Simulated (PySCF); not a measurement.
An unknown is described by computed data only.

Formula: C6H10BP.

* Dipole: 4.87 D [PBE0/def2-SVPD]
* 13C NMR: chemical shifts (computed TMS as zero) by class: 137.3 (2 C), 136.2 (1 C), 134.7 (2 C), 131.8 (1 C) ppm [GIAO PBE0/pcSseg-1]
* UV, strongest line: among the 10 lowest singlet transitions: S6 at 6.50 eV (191 nm, f = 0.311) [TDDFT PBE0/def2-SVPD]
* Triplet: lowest triplet excitation (Tamm–Dancoff): 3.97 eV [TDA PBE0/def2-SVPD]
* UV, first state: lowest singlet excitation: 5.30 eV (234 nm, f = 0.001) [TDDFT PBE0/def2-SVPD]
* NMR, other nuclei: isotropic shieldings of nuclei other than C and H, by class: 147 (1 B), 369 (1 P) ppm [GIAO PBE0/pcSseg-1]
* 1H NMR: chemical shifts (computed TMS as zero) by class: 7.57 (1 H), 7.56 (2 H), 7.55 (2 H), 5.48 (2 H), 1.21 (3 H) ppm [GIAO PBE0/pcSseg-1]
* Polarisability: 114.5 au [PBE0/def2-SVPD]
* Valence photoelectron: vertical ionisation energy: 9.30 eV [ΔSCF PBE0/def2-SVPD]
* Rotational structure: rotational constants A, B, C: 3.998, 1.021, 0.910 GHz [PBE0-D3(BJ)/def2-SVP]

Gas-phase values; electronic properties from PySCF, density fitting. Levels stand in brackets. One conformer (not necessarily the lowest) at the PBE0-D3(BJ)/def2-SVP geometry, without solvent, vibrations or thermal averaging. Each NMR value is the plain mean over a class of atoms that symmetry, rotation or inversion makes alike.

Question: Give a SMILES that accounts for the data.

Answer: Numbering: `[BH3-:1][PH2+:2][c:3]1[cH:4][cH:5][cH:6][cH:7][cH:8]1`. 6 carbons fall into 4 classes; from least to most shielded: aromatic CH carbon [C4/C8] (137.3 ppm, 2 C), aromatic CH carbon [C6] (136.2 ppm), aromatic CH carbon [C5/C7] (134.7 ppm, 2 C), substituted aromatic carbon [C3] (131.8 ppm). Hydrogen classes from least to most shielded: 1 H on the para carbon, C6 (7.57 ppm), 2 H on the ortho carbons, C4/C8 (7.56 ppm), 2 H on the meta carbons, C5/C7 (7.55 ppm), 2 H on a phosphorus bonded to B, C and 2 H, P2 (5.48 ppm), 3 H on a four-coordinate boron, B1 (1.21 ppm). The other shieldings belong to: 147 ppm, four-coordinate boron [B1]; 369 ppm, phosphorus bonded to B, C and 2 H [P2]. The first electron is taken from the HOMO, whose largest Löwdin shares are 0.19 on the substituted aromatic carbon, 0.18 on an aromatic CH carbon, 0.11 on the four-coordinate boron and 0.09 on the phosphorus bonded to B, C and 2 H. The optimised geometry has point group Cs and is an asymmetric top. Structure: `[BH3-][PH2+]c1ccccc1`. The assignments are read from this structure; whether some other isomer fits the data as well wasn't checked.

Conformer computed: `[BH3-:1][PH2+:2][c:3]1[cH:4][cH:5][cH:6][cH:7][cH:8]1`: B1–P2–C3–C4 -88°.
